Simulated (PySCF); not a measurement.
A GIAO shielding run with PySCF 2.14.0 with density-fitted response routines (density fitting, non-relativistic, gas phase) on SMILES C/C(CS)=N\[SiH3], C₃H₉NSSi:

```
$ OMP_NUM_THREADS=1 python probes_run.py task.json out

{"job": {"kind": "nmr", "xc": "PBE0", "basis": "pcSseg-1"}, "charge": 0, "multiplicity": 1}
C     -0.067805    -0.607891     1.449538
C     -0.256579    -0.327865    -0.010180
C     -1.621364    -0.656623    -0.549211
S     -2.802532     0.650659    -0.042446
N      0.583409     0.168201    -0.796154
Si     2.194774     0.746294    -0.742599
H     -0.911662    -0.214226     2.013805
H      0.856026    -0.165772     1.809999
H     -0.031476    -1.686018     1.605182
H     -1.616435    -0.709105    -1.636928
H     -2.018008    -1.576453    -0.121633
H     -2.162361     1.648487    -0.646460
H      2.915253     0.710977     0.538544
H      2.880711    -0.105002    -1.710261
H      2.053636     2.132326    -1.183106
```

Hardware: 1 thread of an Intel Xeon 6975P-C, shared host. The job also computes population analyses, field gradients.

Task: How large is the calculation?

Result: 64 electrons, 161 basis functions and 877 auxiliary functions.

Task: How long does it take, and how much memory does it need?

Result: 14 s of wall time, with 14 SCF cycles and 5 response iterations; peak memory 0.73 GiB. Times on a shared host scatter by some tens of per cent.
